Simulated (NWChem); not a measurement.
Molecule: CH3AlCl2S; SMILES C[S][Al]([Cl])[Cl]

```xyz
8

Al    -0.0122     0.3843     0.0000
Cl    -0.9240     2.2626     0.0000
Cl     2.0808     0.2517     0.0000
S     -1.2465    -1.3826     0.0000
C     -0.0287    -2.7509     0.0000
H      1.0070    -2.3874     0.0000
H     -0.1982    -3.3630    -0.8955
H     -0.1982    -3.3630     0.8955
```
Atoms are numbered in this order, from 1.

All runs: NWChem. Geometry: optimised at PBE0/def2-SVP. Ions are spin-unrestricted doublets at the neutral geometry; other ion states weren't tried.

Q: Estimate the computed values for CAM-B3LYP/def2-SVP. Quantities: vertical ionisation energy, ΔSCF (eV); −ε(HOMO) (eV).

A: 
```json
{
  "vertical ionisation energy, ΔSCF (eV)": "9.72",
  "−ε(HOMO) (eV)": "8.74"
}
```
